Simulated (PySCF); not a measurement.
## Mayer bond orders and bond lengths

C4H12OSi.
Numbering: `[CH3:1][CH2:2][CH2:3][CH2:4][O:5][SiH3:6]` (hydrogens: H7, H8, H9 on C1; H10, H11 on C2; H12, H13 on C3; H14, H15 on C4; H16, H17, H18 on Si6)

Geometry (GFN2-xTB, Å), atoms numbered from 1 in this order:
```
atom  x, y, z in Å
C1    -2.7770   -0.4870    0.0550
C2    -1.3406   -0.1374   -0.3112
C3    -0.6083    0.5383    0.8455
C4     0.8406    0.8575    0.4890
O5     1.5480   -0.3270    0.2692
Si6    3.0522   -0.5485   -0.2784
H7    -2.8010   -1.1648    0.9052
H8    -3.2768   -0.9685   -0.7821
H9    -3.3328    0.4108    0.3175
H10   -1.3372    0.5292   -1.1771
H11   -0.7986   -1.0439   -0.5848
H12   -0.6140   -0.1233    1.7137
H13   -1.1134    1.4676    1.1168
H14    0.8754    1.4821   -0.4130
H15    1.3143    1.4186    1.3053
H16    3.0745   -2.0008   -0.3111
H17    3.2361    0.0745   -1.5946
H18    4.0497    0.0289    0.6291
```

Bond orders from the PBE0/pcSseg-1 density (PySCF). Geometry: GFN2-xTB, one conformer, isolated molecule.

Where do the orders between heavy atoms depart from those drawn in the SMILES?

The largest departure is 0.120, at C4–O5 (drawn single, 0.880).

Set the Mayer orders of the bonds between heavy atoms beside their lengths.

```
  bond  drawn as  length (Å)  Mayer order
 C1–C2    single       1.523        1.067
 C2–C3    single       1.527        1.025
 C3–C4    single       1.526        1.055
 C4–O5    single       1.397        0.880
O5–Si6    single       1.616        0.977
```

By pair of heavy elements: C–C: lowest C2–C3 (1.025, 1.527 Å), highest C1–C2 (1.067, 1.523 Å).

And the bonds to hydrogen?

C–H: 0.94 to 0.97 (9 bonds); H–Si: 0.91 to 0.94 (3 bonds).

Sum the orders of all bonds at each heavy atom with more than one neighbour and set the sums beside the valence in the SMILES.

C1 3.970 (drawn 4), C2 3.990 (drawn 4), C3 3.973 (drawn 4), C4 3.831 (drawn 4), O5 1.857 (drawn 2), Si6 3.741 (drawn 4). Orders between atoms that aren't bonded are not in these sums.

The Mayer order sums products of elements of PS (density times overlap matrix) between the two atoms' basis functions, so it depends on the basis set.
